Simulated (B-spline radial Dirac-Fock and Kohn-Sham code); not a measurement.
## Relativistic shifts of the levels of Eu

System: atomic europium, [Xe] 4f7 6s2.

Both columns are ΔSCF binding energies of the configuration average from a B-spline atomic structure program: non-relativistic Hartree-Fock with a point nucleus, and Dirac-Fock with a finite nucleus and the Coulomb interaction alone, averaged over the two j levels with weights 2j+1.

```
shell  Hartree-Fock (eV)  Dirac-Fock (eV)  shift (eV)  shift (%)
   1s            45935.1          48725.6    +2790.50      +6.07
   2s             7368.7           8084.7     +716.03      +9.72
   2p             6985.6           7212.2     +226.62      +3.24
   3s             1646.6           1814.0     +167.39     +10.17
   3p             1476.2           1534.9      +58.69      +3.98
   3d             1162.0           1148.6      -13.49      -1.16
   4s              338.2            376.8      +38.66     +11.43
   4p              270.5            282.7      +12.19      +4.51
   4d              149.5            145.9       -3.60      -2.41
   4f               9.92             5.43       -4.49     -45.28
   5s              47.59            52.79       +5.20     +10.93
   5p              27.28            27.88       +0.60      +2.20
   6s               4.50             4.75       +0.25      +5.58
```

Relativity binds 1s, 2s, 2p, 3s, 3p, 4s, 4p, 5s, 5p, 6s more strongly, among those listed most of all 4s in relative terms, and 3d, 4d, 4f more weakly, because the contracted s and p shells screen the nucleus better.

Values without a named source are computed, but for edge energies of neutral atoms, which are taken from tables.
